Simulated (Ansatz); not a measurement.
Relaxation of FH$_{7}$SSi$_{2}$ (11 atoms, charge 0, multiplicity 1), to a largest force component of 0.03 eV/Å in at most 50 steps.

These are results of RKS r2SCANh-D4/6-31G* (Ansatz), not measurements.

```xyz
11
Properties=species:S:1:pos:R:3:forces:R:3
Si -1.249 -0.180 -0.448 0.10 -0.74 -0.04
F -0.719 -1.727 -0.690 -0.31 0.75 0.14
H -1.073 0.597 -1.697 0.00 0.00 -0.01
H -2.708 -0.285 -0.168 0.00 -0.01 0.00
Si -0.243 0.809 1.413 0.01 0.00 0.01
H 1.330 -1.509 -1.406 0.15 0.20 -0.08
S 1.960 -0.361 -1.745 0.07 -0.20 0.00
H -0.626 0.068 2.646 0.00 0.00 0.00
H 1.238 0.879 1.343 0.00 0.00 0.00
H -0.786 2.192 1.519 0.00 0.00 0.00
H 2.875 -0.483 -0.767 -0.01 -0.01 -0.01
```

**Question.** Where does it end, and by what steps?

**Answer.** It converged. After 4 steps the energy has fallen by 0.048 eV; S7 moved furthest, 0.29 Å.

```
step  energy less start (eV)  largest force component (eV/Å)  accepted
   0                  0.0000                           0.747       yes
   1                 -0.0343                           0.561       yes
   2                  0.0426                           1.529        no
   3                 -0.0471                           0.054       yes
   4                 -0.0479                           0.020       yes
```

```xyz
11
Properties=species:S:1:pos:R:3
Si -1.335 -0.175 -0.405
F -0.760 -1.673 -0.657
H -1.153 0.618 -1.646
H -2.792 -0.302 -0.134
Si -0.299 0.824 1.434
H 1.427 -1.475 -1.501
S 2.209 -0.443 -1.862
H -0.641 0.093 2.684
H 1.180 0.872 1.302
H -0.818 2.215 1.551
H 2.982 -0.555 -0.767
```

The run took 23 s on 2 threads of Intel(R) Xeon(R) Platinum 8259CL CPU @ 2.50GHz (Skylake/Cascade Lake), with other jobs on the host, peak memory 0.23 GiB.
